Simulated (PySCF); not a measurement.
Working with the constants of NaAs⁺

UHF-CCSD(T) constants of NaAs⁺, ⁴Σ⁻ (quartet), unpaired electrons σ ↑, π ↑↑ (basis Na def2-SVP, As def2-SVP; no relativity; PySCF 2.14; masses 22.9898 and 74.9216 u):

- ωe: 99.8 cm⁻¹
- ωexe: 1.26 cm⁻¹
- Be: 0.090094 cm⁻¹
- αe: 0.00131 cm⁻¹
- D (centrifugal): 2.94e-07 cm⁻¹
- De to Na⁺ + As: 0.239 eV

Question: Give the vibrational terms G(v) and spacings up to v = 6.

Answer: G(v) = ωe(v+½) − ωexe(v+½)².

```
v  G(v) (cm⁻¹)  G(v) − G(v−1)  Bv (cm⁻¹)
0         49.6                   0.08944
1        146.9           97.3    0.08813
2        241.6           94.8    0.08682
3        333.9           92.2    0.08551
4        423.6           89.7    0.08420
5        510.8           87.2    0.08289
6        595.5           84.7    0.08158
```

Question: How well does the Morse estimate ωe²/(4ωexe) reproduce De, and what is D0?

Answer: It gives 0.245 eV, 103 % of the computed De. D0 = De − G(0) = 0.239 − 0.006 = 0.233 eV.

Correlated steps freeze 10 core orbitals. The bond is weak. Basis-set superposition, not corrected here, can be much of De in a small basis, most of all at correlated wavefunction levels. Spin–orbit coupling is left out. For an ion De counts to the pair picked by the measured ionisation energies or electron affinities, which need not be the lowest pair at this level. The state is the lowest determinant that a PBE0 search found; another state may lie lower at other levels.
